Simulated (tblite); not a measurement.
A geometry optimisation, step by step.

Species: C₅H₁₃B₃O₂.
Atom-mapped SMILES: `[BH2:1][O:2][B:3]([O:4][BH2:5])[CH:6]1[CH2:7][CH2:8][CH2:9][CH2:10]1` (hydrogens: H11, H12 on B1; H13, H14 on B5; H15 on C6; H16, H17 on C7; H18, H19 on C8; H20, H21 on C9; H22, H23 on C10)

Computed with GFN2-xTB (tblite), gas phase: L-BFGS steps from a force-field or distance-geometry start until the largest atomic force falls under 0.01 eV/Å. 9 of its 116 geometries are shown.

Step 0: E = -796.2423 eV, largest atomic force 3.907 eV/Å
```
atom  x, y, z in Å  |  force x, y, z in eV/Å
B1      2.678    2.174    0.518   -0.235  -1.572  -1.574
O2      2.399    0.967   -0.263   -1.408   1.176   3.450
B3      1.379    0.229    0.491    1.364   0.019   0.239
O4      1.761   -0.701    1.535   -0.108  -1.069  -3.756
B5      2.051   -1.976    0.872   -0.024   1.712   1.276
C6     -0.188    0.488    0.135    1.058   0.732   0.842
C7     -0.547    0.046   -1.276    0.338  -0.324  -0.552
C8     -2.045   -0.212   -1.237   -0.918  -0.372  -0.916
C9     -2.446   -0.339    0.231   -1.196   0.279   0.405
C10    -1.170   -0.246    1.044    0.142  -0.239   0.648
H11     2.069    3.168    0.283    0.129  -0.362  -0.075
H12     3.518    2.182    1.340   -0.011  -0.162  -0.140
H13     1.196   -2.781    0.733    0.077   0.249   0.159
H14     3.156   -2.215    0.502   -0.332   0.191   0.215
H15    -0.380    1.590    0.229    0.047  -0.707  -0.153
H16    -0.291    0.825   -2.008    0.079  -0.408   0.141
H17    -0.021   -0.899   -1.533   -0.129   0.624   0.097
H18    -2.296   -1.157   -1.793    0.130   0.924   0.348
H19    -2.595    0.633   -1.710    0.287  -0.635   0.197
H20    -2.970   -1.295    0.433    0.118   0.608  -0.099
H21    -3.130    0.510    0.509    0.464  -0.834  -0.220
H22    -1.326    0.304    1.996    0.170  -0.456  -0.486
H23    -0.808   -1.268    1.276   -0.044   0.627  -0.044
```

Step 14: E = -798.1369 eV, largest atomic force 0.664 eV/Å
```
atom  x, y, z in Å  |  force x, y, z in eV/Å
B1      2.788    2.430    0.580   -0.145  -0.255  -0.092
O2      2.170    1.280    0.455    0.123  -0.429   0.239
B3      1.292    0.272    0.489   -0.145   0.161  -0.137
O4      1.641   -1.010    0.706    0.047   0.367  -0.159
B5      2.112   -2.231    0.809   -0.019   0.229  -0.057
C6     -0.249    0.567    0.166   -0.231  -0.075   0.000
C7     -0.569    0.043   -1.242   -0.171  -0.167  -0.270
C8     -2.086   -0.223   -1.251   -0.084   0.026  -0.020
C9     -2.511   -0.336    0.229   -0.081   0.059  -0.021
C10    -1.211   -0.233    1.037   -0.229  -0.249   0.141
H11     2.361    3.401    0.089   -0.026   0.252  -0.306
H12     3.776    2.425    1.189    0.444   0.250   0.425
H13     1.362   -3.112    0.984   -0.201  -0.259   0.191
H14     3.256   -2.443    0.707    0.407  -0.097  -0.124
H15    -0.541    1.617    0.191    0.123   0.154   0.105
H16    -0.261    0.746   -2.016   -0.082   0.060   0.012
H17    -0.024   -0.881   -1.426    0.003  -0.163   0.054
H18    -2.338   -1.131   -1.814    0.131   0.223   0.149
H19    -2.603    0.614   -1.728    0.011  -0.104   0.041
H20    -3.062   -1.263    0.430    0.205   0.182  -0.018
H21    -3.166    0.497    0.501    0.017  -0.068  -0.081
H22    -1.354    0.216    2.019   -0.094   0.103  -0.024
H23    -0.787   -1.220    1.203   -0.005  -0.200  -0.049
```

Step 29: E = -798.6013 eV, largest atomic force 0.683 eV/Å
```
atom  x, y, z in Å  |  force x, y, z in eV/Å
B1      2.791    2.302    0.747    0.088   0.250  -0.615
O2      2.138    1.193    1.029   -0.071   0.677   0.060
B3      1.279    0.272    0.530    0.405   0.096  -0.094
O4      1.866   -0.916    0.343   -0.206  -0.263   0.143
B5      2.234   -2.119    0.691    0.135  -0.410   0.138
C6     -0.256    0.556    0.147   -0.246  -0.069  -0.203
C7     -0.613    0.044   -1.266   -0.150  -0.153  -0.043
C8     -2.139   -0.199   -1.258    0.044   0.071  -0.117
C9     -2.546   -0.306    0.220   -0.069   0.043   0.066
C10    -1.239   -0.244    1.025   -0.082  -0.095  -0.057
H11     2.628    2.828   -0.342    0.101  -0.295   0.556
H12     3.595    2.797    1.476   -0.437  -0.315   0.041
H13     1.561   -2.795    1.413    0.095   0.279  -0.002
H14     3.264   -2.577    0.316   -0.219   0.099  -0.247
H15    -0.525    1.615    0.208    0.100  -0.011   0.029
H16    -0.299    0.734   -2.062   -0.094  -0.228   0.292
H17    -0.120   -0.921   -1.416    0.092   0.129  -0.087
H18    -2.408   -1.103   -1.815    0.184   0.056   0.129
H19    -2.671    0.616   -1.747    0.050   0.153   0.049
H20    -3.115   -1.217    0.408    0.176  -0.079   0.069
H21    -3.204    0.513    0.505    0.060   0.180  -0.051
H22    -1.377    0.210    2.012    0.033  -0.123  -0.180
H23    -0.849   -1.255    1.146    0.009   0.009   0.120
```

Step 43: E = -798.9555 eV, largest atomic force 0.277 eV/Å
```
atom  x, y, z in Å  |  force x, y, z in eV/Å
B1      2.764    2.357    0.742    0.077   0.037   0.263
O2      2.006    1.319    0.974    0.044  -0.084  -0.051
B3      1.284    0.267    0.554    0.008   0.025  -0.086
O4      1.816   -0.948    0.528   -0.048   0.093   0.128
B5      2.239   -2.165    0.707    0.170  -0.025  -0.184
C6     -0.253    0.502    0.116    0.078  -0.027   0.019
C7     -0.617    0.004   -1.296    0.073  -0.004   0.105
C8     -2.140   -0.187   -1.259    0.032   0.060  -0.041
C9     -2.538   -0.286    0.223    0.019   0.014   0.057
C10    -1.230   -0.274    1.014    0.112   0.007  -0.055
H11     3.113    2.576   -0.357    0.114   0.128  -0.182
H12     3.099    3.056    1.641   -0.121  -0.143  -0.101
H13     2.051   -2.720    1.735   -0.003   0.026  -0.050
H14     2.831   -2.698   -0.180   -0.159   0.056   0.169
H15    -0.495    1.571    0.178   -0.027  -0.102  -0.009
H16    -0.307    0.709   -2.072   -0.051  -0.052   0.121
H17    -0.121   -0.946   -1.500    0.013  -0.019   0.094
H18    -2.441   -1.068   -1.822    0.002  -0.092   0.002
H19    -2.622    0.670   -1.721   -0.118   0.095  -0.032
H20    -3.112   -1.183    0.441   -0.087  -0.049  -0.050
H21    -3.136    0.575    0.507   -0.110   0.067   0.002
H22    -1.330    0.193    1.997   -0.043  -0.060  -0.094
H23    -0.867   -1.295    1.157    0.024   0.051  -0.025
```

Step 58: E = -799.0102 eV, largest atomic force 0.043 eV/Å
```
atom  x, y, z in Å  |  force x, y, z in eV/Å
B1      2.809    2.415    0.687    0.016   0.028   0.011
O2      2.095    1.330    0.662    0.014   0.008   0.007
B3      1.304    0.273    0.534   -0.028   0.021   0.002
O4      1.774   -0.948    0.760   -0.015  -0.009  -0.026
B5      2.198   -2.178    0.745    0.000  -0.003  -0.005
C6     -0.249    0.489    0.136    0.001  -0.015   0.002
C7     -0.608   -0.017   -1.270    0.015  -0.005  -0.005
C8     -2.135   -0.182   -1.260    0.007  -0.008  -0.006
C9     -2.543   -0.283    0.221    0.003   0.005   0.011
C10    -1.233   -0.295    1.013    0.008  -0.006   0.005
H11     3.334    2.788   -0.303    0.023   0.017  -0.010
H12     2.915    3.024    1.694    0.008  -0.020   0.000
H13     2.189   -2.816    1.739   -0.009   0.037   0.019
H14     2.584   -2.653   -0.266    0.007  -0.021  -0.027
H15    -0.500    1.555    0.191   -0.026  -0.032   0.008
H16    -0.273    0.668   -2.048    0.002   0.013  -0.005
H17    -0.128   -0.982   -1.445    0.009  -0.017   0.036
H18    -2.430   -1.072   -1.814   -0.011  -0.013  -0.021
H19    -2.617    0.674   -1.731    0.009   0.010   0.008
H20    -3.136   -1.176    0.417   -0.010   0.005   0.009
H21    -3.139    0.583    0.508   -0.018   0.012  -0.006
H22    -1.344    0.145    2.003   -0.007  -0.001   0.005
H23    -0.871   -1.317    1.133    0.002  -0.008  -0.011
```

Step 72: E = -799.0162 eV, largest atomic force 0.046 eV/Å
```
atom  x, y, z in Å  |  force x, y, z in eV/Å
B1      2.832    2.417    0.696   -0.022  -0.012  -0.034
O2      2.085    1.353    0.668   -0.004  -0.002   0.006
B3      1.296    0.295    0.520    0.018   0.020   0.010
O4      1.785   -0.930    0.665    0.006   0.014   0.014
B5      2.200   -2.160    0.724   -0.006  -0.002  -0.014
C6     -0.264    0.493    0.148    0.002   0.000  -0.004
C7     -0.606   -0.030   -1.256    0.001   0.001  -0.008
C8     -2.133   -0.186   -1.259   -0.006  -0.007  -0.001
C9     -2.551   -0.286    0.220   -0.002   0.003  -0.005
C10    -1.243   -0.306    1.017   -0.004  -0.002  -0.004
H11     3.342    2.796   -0.303    0.002   0.007   0.045
H12     2.975    2.999    1.713    0.023  -0.004  -0.004
H13     2.161   -2.745    1.750    0.007   0.011   0.009
H14     2.605   -2.688   -0.255   -0.006  -0.009   0.001
H15    -0.539    1.551    0.198    0.004  -0.003   0.009
H16    -0.258    0.642   -2.039    0.004   0.001  -0.012
H17    -0.127   -0.999   -1.401   -0.009  -0.007  -0.009
H18    -2.432   -1.071   -1.819   -0.012   0.004  -0.011
H19    -2.602    0.678   -1.728   -0.004  -0.013  -0.003
H20    -3.155   -1.172    0.414    0.008   0.014   0.008
H21    -3.140    0.588    0.501   -0.007  -0.011   0.010
H22    -1.360    0.118    2.014    0.006   0.000  -0.006
H23    -0.878   -1.330    1.120    0.000  -0.002   0.004
```

Step 86: E = -799.0176 eV, largest atomic force 0.018 eV/Å
```
atom  x, y, z in Å  |  force x, y, z in eV/Å
B1      2.841    2.421    0.703   -0.003   0.003   0.018
O2      2.080    1.368    0.652    0.006  -0.010   0.006
B3      1.298    0.304    0.513    0.003  -0.014  -0.004
O4      1.798   -0.916    0.665   -0.008  -0.003   0.000
B5      2.197   -2.152    0.726   -0.009   0.004   0.001
C6     -0.264    0.488    0.142   -0.004   0.003  -0.004
C7     -0.610   -0.036   -1.260   -0.002  -0.005  -0.002
C8     -2.138   -0.189   -1.260    0.004   0.002  -0.002
C9     -2.552   -0.288    0.220    0.001   0.002  -0.006
C10    -1.241   -0.311    1.013   -0.003  -0.003  -0.001
H11     3.362    2.814   -0.282    0.010   0.008  -0.013
H12     2.993    2.983    1.731   -0.001  -0.011  -0.001
H13     2.182   -2.722    1.761   -0.001   0.013   0.004
H14     2.566   -2.700   -0.255    0.004   0.007  -0.002
H15    -0.543    1.546    0.195   -0.004   0.010  -0.010
H16    -0.260    0.630   -2.047   -0.009   0.000  -0.001
H17    -0.137   -1.009   -1.403    0.003  -0.004  -0.005
H18    -2.442   -1.071   -1.823    0.002   0.000   0.006
H19    -2.606    0.677   -1.729   -0.002   0.001   0.007
H20    -3.155   -1.173    0.417    0.005   0.000  -0.001
H21    -3.141    0.585    0.504    0.000   0.000   0.005
H22    -1.353    0.114    2.010   -0.004   0.000   0.003
H23    -0.879   -1.335    1.115    0.010  -0.003   0.003
```

Step 101: E = -799.0183 eV, largest atomic force 0.012 eV/Å
```
atom  x, y, z in Å  |  force x, y, z in eV/Å
B1      2.851    2.416    0.713   -0.001   0.004  -0.001
O2      2.083    1.369    0.644   -0.001   0.001  -0.004
B3      1.295    0.310    0.502   -0.002  -0.001   0.002
O4      1.790   -0.912    0.654    0.002   0.000  -0.002
B5      2.193   -2.145    0.732   -0.004  -0.002  -0.001
C6     -0.267    0.494    0.131    0.006  -0.002  -0.008
C7     -0.616   -0.038   -1.268   -0.007  -0.001  -0.004
C8     -2.144   -0.192   -1.260   -0.007   0.002   0.006
C9     -2.550   -0.294    0.222    0.001  -0.003   0.011
C10    -1.235   -0.308    1.008    0.009   0.006   0.003
H11     3.365    2.830   -0.268    0.008  -0.002   0.009
H12     3.015    2.951    1.754   -0.003   0.001  -0.003
H13     2.177   -2.701    1.775   -0.002   0.005  -0.004
H14     2.565   -2.701   -0.243    0.007  -0.005   0.002
H15    -0.551    1.551    0.178    0.010  -0.005  -0.001
H16    -0.271    0.625   -2.060   -0.001  -0.001  -0.001
H17    -0.142   -1.012   -1.409    0.003   0.005   0.002
H18    -2.453   -1.072   -1.823    0.006   0.000   0.001
H19    -2.614    0.676   -1.723   -0.005   0.003  -0.001
H20    -3.146   -1.183    0.423   -0.005  -0.008  -0.007
H21    -3.142    0.575    0.511   -0.006   0.000  -0.008
H22    -1.345    0.119    2.004   -0.001  -0.001   0.006
H23    -0.865   -1.330    1.111   -0.005   0.004   0.001
```

Step 115: E = -799.0192 eV, largest atomic force 0.008 eV/Å
```
atom  x, y, z in Å  |  force x, y, z in eV/Å
B1      2.867    2.405    0.734    0.002  -0.002   0.001
O2      2.087    1.371    0.617   -0.004   0.000  -0.001
B3      1.295    0.316    0.472    0.003   0.000   0.001
O4      1.790   -0.908    0.612    0.004  -0.002   0.000
B5      2.194   -2.136    0.735   -0.004   0.002  -0.001
C6     -0.269    0.504    0.109    0.000  -0.004   0.002
C7     -0.633   -0.037   -1.283    0.001   0.001   0.000
C8     -2.160   -0.196   -1.258    0.001   0.000   0.002
C9     -2.548   -0.307    0.228   -0.002   0.003   0.000
C10    -1.226   -0.294    1.004   -0.002  -0.005   0.001
H11     3.421    2.831   -0.218    0.002   0.004  -0.005
H12     3.003    2.916    1.791   -0.001   0.003   0.005
H13     2.163   -2.660    1.794   -0.003  -0.001  -0.001
H14     2.582   -2.723   -0.216    0.003   0.002   0.001
H15    -0.549    1.561    0.155   -0.001  -0.003  -0.005
H16    -0.300    0.624   -2.082    0.001   0.000  -0.002
H17    -0.156   -1.009   -1.424   -0.001   0.001  -0.001
H18    -2.469   -1.076   -1.821   -0.005   0.005   0.000
H19    -2.639    0.672   -1.710    0.001  -0.003   0.000
H20    -3.122   -1.210    0.433    0.005   0.001   0.000
H21    -3.158    0.547    0.523   -0.003   0.004  -0.001
H22    -1.333    0.145    1.995    0.001   0.002  -0.002
H23    -0.846   -1.310    1.118    0.003  -0.005   0.005
```

Question: Summarise the path.

Answer: The energy falls by 64.04 kcal/mol from step 0 to step 115; nine tenths of that is first reached at step 33. It falls at every step. The largest force goes from 3.907 to 0.008 eV/Å. Among the bonds O4–B5 changes most (a near tie, within 0.001 Å, with another), from 1.465 to 1.299 Å; the atoms move by 0.619 Å rms after alignment.

Question: Follow the three bonds and two angles with the largest change from start to end.

Answer: 
| step | E above end (kcal/mol) | largest force (eV/Å) | O4–B5 (Å) | B1–O2 (Å) | O2–B3 (Å) | B1–O2–B3 (°) | B3–O4–B5 (°) |
| --- | --- | --- | --- | --- | --- | --- | --- |
| 0 | 64.04 | 3.907 | 1.465 | 1.465 | 1.468 | 105.8 | 106.5 |
| 5 | 37.80 | 0.552 | 1.336 | 1.337 | 1.350 | 122.7 | 124.7 |
| 10 | 29.08 | 1.059 | 1.319 | 1.316 | 1.334 | 153.7 | 157.2 |
| 15 | 19.62 | 0.409 | 1.317 | 1.315 | 1.339 | 166.0 | 173.3 |
| 20 | 16.73 | 0.459 | 1.310 | 1.319 | 1.348 | 158.7 | 172.1 |
| 25 | 13.78 | 0.358 | 1.307 | 1.313 | 1.350 | 152.4 | 164.2 |
| 30 | 8.45 | 0.886 | 1.310 | 1.312 | 1.338 | 144.9 | 156.3 |
| 35 | 5.00 | 0.386 | 1.306 | 1.310 | 1.353 | 137.5 | 156.8 |
| 40 | 2.47 | 0.259 | 1.301 | 1.306 | 1.345 | 147.9 | 167.9 |
| 45 | 0.95 | 0.179 | 1.301 | 1.303 | 1.339 | 156.0 | 175.4 |
| 50 | 0.48 | 0.118 | 1.299 | 1.302 | 1.333 | 165.4 | 174.1 |
| 55 | 0.26 | 0.124 | 1.301 | 1.301 | 1.328 | 172.2 | 170.1 |
| 60 | 0.18 | 0.089 | 1.300 | 1.299 | 1.327 | 174.2 | 170.8 |
| 65 | 0.11 | 0.044 | 1.300 | 1.300 | 1.327 | 174.3 | 173.1 |
| 70 | 0.08 | 0.038 | 1.300 | 1.300 | 1.328 | 174.3 | 174.9 |
| 75 | 0.06 | 0.021 | 1.299 | 1.300 | 1.327 | 175.8 | 174.5 |
| 80 | 0.05 | 0.020 | 1.299 | 1.300 | 1.328 | 175.7 | 174.5 |
| 85 | 0.04 | 0.016 | 1.300 | 1.300 | 1.328 | 176.2 | 174.2 |
| 90 | 0.03 | 0.018 | 1.299 | 1.300 | 1.328 | 175.7 | 174.7 |
| 95 | 0.03 | 0.012 | 1.299 | 1.300 | 1.328 | 176.3 | 174.7 |
| 100 | 0.02 | 0.014 | 1.299 | 1.300 | 1.328 | 176.8 | 175.0 |
| 105 | 0.02 | 0.019 | 1.299 | 1.300 | 1.327 | 177.5 | 175.1 |
| 110 | 0.00 | 0.017 | 1.299 | 1.300 | 1.327 | 178.7 | 176.0 |
| 115 | 0.00 | 0.008 | 1.299 | 1.300 | 1.327 | 178.9 | 176.1 |

What follows is the cost of the whole relaxation. Hardware: one thread of an Arm Neoverse N1 (shared host). Cost: 1.7 s.
